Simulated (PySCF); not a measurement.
CH4ClNSW, SMILES [NH]=[W](=[S])([CH3])[Cl], multiplicity 1.

Coordinates come from a PBE0-D3(BJ)/def2-SVP optimisation. The spin state was assumed, not searched. The structure was generated by enumeration; whether it is a known compound was not checked. The def2 effective core potentials stand for the cores of W; spin–orbit coupling is left out.

Calculation: PySCF with TDDFT-CAM-B3LYP/def2-SVPD.

Vertical excitations. The molecule is in vacuum.

Question: Estimate the UV-visible absorptions. (Estimate from the structure and the level; the computed values follow.)

Answer: 
| state | energy (eV) | λ (nm) | f | main pairs |
|---|---|---|---|---|
| S1 | 3.33 | 372 | 0.004 | HOMO→LUMO 84 % |
| S2 | 3.82 | 325 | 0.006 | HOMO→LUMO+1 77 % |
| S3 | 3.92 | 317 | 0.007 | HOMO−1→LUMO 89 % |
| S4 | 4.54 | 273 | 0.006 | HOMO−2→LUMO 46 %, HOMO−1→LUMO+1 41 % |
| S5 | 4.65 | 266 | 0.000 | HOMO−3→LUMO 78 % |
| S6 | 4.83 | 257 | 0.007 | HOMO→LUMO+2 36 %, HOMO−2→LUMO 22 %, HOMO−2→LUMO+1 13 %, HOMO−3→LUMO 12 % |
| S7 | 5.15 | 241 | 0.007 | HOMO−2→LUMO+1 33 %, HOMO−4→LUMO 19 %, HOMO−3→LUMO+1 16 %, HOMO→LUMO+4 6 % |
| S8 | 5.25 | 236 | 0.007 | HOMO−4→LUMO 34 %, HOMO−2→LUMO+1 27 %, HOMO→LUMO+2 18 % |
| S9 | 5.41 | 229 | 0.018 | HOMO−4→LUMO 22 %, HOMO−3→LUMO+1 16 %, HOMO→LUMO+4 14 %, HOMO→LUMO+3 11 % |
| S10 | 5.51 | 225 | 0.006 | HOMO−5→LUMO 57 %, HOMO→LUMO+4 19 % |
| T1 | 2.98 | 416 | 0 | HOMO→LUMO 88 % |
| T2 | 3.29 | 377 | 0 | HOMO−1→LUMO 65 %, HOMO−1→LUMO+1 23 % |
| T3 | 3.43 | 361 | 0 | HOMO→LUMO+1 90 % |
| T4 | 3.92 | 316 | 0 | HOMO−1→LUMO+1 67 %, HOMO−1→LUMO 24 % |
Triplets are in the Tamm–Dancoff approximation, which puts them higher than full response would, so one can lie above its singlet here.
